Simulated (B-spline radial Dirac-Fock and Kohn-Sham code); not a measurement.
## K-line shifts caused by a second vacancy in Co

System: the free cobalt atom, [Ar] 3d8 4s1 (not the ground configuration).

Model: Dirac-Fock energy differences between relaxed states, corrected for Breit and QED terms. Program: a radial B-spline solver. Each two-hole energy is an average over J within one jj subconfiguration, not an observable level; in light atoms, where LS coupling holds, the j-resolved values are not observed lines, and for a K spectator the Kα1 hypersatellite is nearly forbidden. Electron correlation is not included.

Lines without a spectator: Kα2 (K-L2) 6914.6 eV, Kα1 (K-L3) 6929.1 eV, Kβ3 (K-M2) 7643.9 eV, Kβ1 (K-M3) 7645.7 eV. Shifts in eV with one spectator hole (a dash: not computed, or left out as unreliable):

```
spectator hole     Kα2     Kα1     Kβ3     Kβ1
        K (1s)  +284.1  +286.5  +352.8  +353.2
    L2 (2p1/2)  +26.53   +32.4       –   +71.1
    L3 (2p3/2)   +30.1  +28.87   +68.6       –
    M2 (3p1/2)       –   +2.29   +3.93   +5.47
    M3 (3p3/2)   +2.09       –   +5.10   +4.69
```

With n spectator holes in 2p, averaged over the 2p shell (energies in eV):

```csv
n,KαLⁿ,step,hypersatellite KαʰLⁿ
0,6924.2,–,7210.0
1,6954.3,+30.0,7241.1
2,6985.2,+30.9,7273.1
3,7017.1,+31.9,7306.2
4,7050.1,+33.0,7340.4
5,7084.1,+34.0,7375.6
```
